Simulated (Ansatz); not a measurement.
Total energies of Ge₃O₂ (the lowest singlet isomer of a short search) from Ansatz at r2SCAN-D4/def2-TZVP, gas phase (1 Eh = 27.2114 eV = 2625.5 kJ/mol). The reference geometry is relaxed at B3LYP-D4/def2-SVP.

```xyz
5

Ge    1.528    0.385    0.031
Ge   -0.130   -1.506    0.355
Ge   -1.445    0.575   -0.257
O    -0.070    0.554    1.091
O     0.118   -0.008   -1.219
```

| state | geometry | energy (Eh) |
| --- | --- | --- |
| charge 0 singlet | reference | -6381.51288 |
| charge 1 doublet | reference | -6381.22100 |
| charge 0 triplet | relaxed at B3LYP-D4/def2-SVP | -6381.48216 |
| charge 0 quintet | relaxed at B3LYP-D4/def2-SVP | -6381.39308 |
| free Ge atom (triplet) | – | -2076.90335 |
| free O atom (triplet) | – | -75.05861 |

(1) Work out the vertical ionisation energy to the doublet.

(2) Which of the charge 0 states is lowest, and how far above it are the others?

(3) What is the binding energy per atom against free atoms?

(1) E(charge 1 doublet) − E(charge 0 singlet) = -6381.22100 − (-6381.51288) = 0.29188 Eh = 7.94 eV. For comparison, −ε of the highest occupied level is 5.45 eV at this level, 2.49 eV less.

(2) The singlet. triplet: -6381.48216 − (-6381.51288) = 0.03072 Eh = 80.7 kJ/mol; quintet: -6381.39308 − (-6381.51288) = 0.11980 Eh = 314.5 kJ/mol.

(3) Atoms: 3 × (-2076.90335) + 2 × (-75.05861) = -6380.82727 Eh. Binding: -6380.82727 − (-6381.51288) = 0.68561 Eh = 18.66 eV, or 3.73 eV for each of 5 atoms (no zero-point energy, no counterpoise term).

The structure comes from a short search, and lower isomers may exist.
